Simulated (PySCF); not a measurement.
Compound: C5H6OP2.
Bonds: C1–O2, O2–C3, C3–C4 (aromatic), C4–P5 (aromatic), P5–C6 (aromatic), C6–C7 (aromatic), C7–P8 (aromatic), C3–P8 (aromatic). Hydrogens: H9, H10, H11 on C1; H12 on C4; H13 on C6; H14 on C7.

Method used: PBE0/6-31G* geometry optimisation, gas phase in PySCF 2.14.0.

Question: What internal coordinates does the optimisation give?

Answer: 
```tsv
bond	length (pm)
C1–O2	141.3
O2–C3	135.2
C3–C4	139.6
C4–P5	172.6
P5–C6	174.1
C6–C7	138.0
C7–P8	174.3
C3–P8	177.0
C1–H9, C1–H10, C1–H11	109.5
C4–H12	109.1
C6–H13	109.0
C7–H14	109.2
```

Bonds in one row agree within 1 pm and their mean is given. A selection of angles:
```tsv
angle	degrees
C1–O2–C3	118.5
O2–C3–C4	113.3
O2–C3–P8	120.0
C4–C3–P8	126.7
C3–C4–P5	130.3
C4–P5–C6	103.0
P5–C6–C7	127.4
C6–C7–P8	130.6
C3–P8–C7	102.0
```

Torsions: C1–O2–C3–C4 180° (antiperiplanar).

The C–O distances run from 1.352 Å (O2–C3, drawn single) to 1.413 Å (C1–O2, drawn single), a spread of 0.061 Å. The 8 heavy atoms lie in one plane (0.002 Å rms). The 6-membered ring C3–C4–P5–C6–C7–P8 has internal angles of 102.0° to 130.6° (sum 720°, against 720° for a flat polygon); it is planar, 0.00 Å rms from its mean plane, widest ring torsion 0°. Of the pairs four or more bonds apart, P8···H11 is among the closest relative to their van der Waals radii: 2.82 Å, 94 % of the sum of Bondi's values. The C–P distances run from 1.726 Å (C4–P5, aromatic) to 1.770 Å (C3–P8, aromatic), a spread of 0.044 Å.

Point group: Cs (tolerance 0.08 Å). No PBE0/6-31G* frequencies stand behind this structure, so it isn't proved a minimum. The numbers are those of one conformer.
